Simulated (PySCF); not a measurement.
Polarisability and C₆ of Nb (niobium, neutral)

[Kr] 4d4 5s1, high-spin 6D determinant. Calculation: PySCF 2.14, in aug-cc-pVTZ-PP with ECP28MDF; a scalar-relativistic core potential. Coupled (time-dependent) response in atomic units; α is the mean over directions.

| method | mean α (bohr³) | α xx, yy, zz | C₆ (like pair) | S(−4) |
| --- | --- | --- | --- | --- |
| UHF | 131.8 | 131.2, 131.2, 133.0 | 1601 | 11470 |
| PBE | 91.20 | 88.82, 88.82, 95.96 | 1019 | 5175 |
| PBE0 | 96.06 | 94.35, 94.35, 99.49 | 1086 | 5558 |

S(−4) is the Cauchy moment in α(ω) = α(0) + S(−4) ω² + …

Reference α: 98 ± 8 bohr³ (recommended; Schwerdtfeger and Nagle, table of static dipole polarizabilities (2023 update)). Published C₆: 1140 (Gould and Bucko (2016)).

Spin-orbit coupling is absent.

Hartree-Fock lies above the reference because it lacks correlation, which contracts the outer shell.

α(iu) at UHF:

| u (hartree) | α(iu) (bohr³) |
| --- | --- |
| 0 | 131.8 |
| 0.0500 | 108.9 |
| 0.100 | 74.07 |
| 0.200 | 37.42 |
| 0.300 | 23.64 |
| 0.500 | 13.12 |
| 0.750 | 8.094 |
| 1.00 | 5.657 |
| 1.50 | 3.285 |
| 2.00 | 2.150 |
| 3.00 | 1.115 |
| 5.00 | 0.4483 |

The components differ because the open shell of this determinant is not spherical; for a pure term their mean is the scalar polarisability.

Energies and moments cover only the electrons outside the core potential.
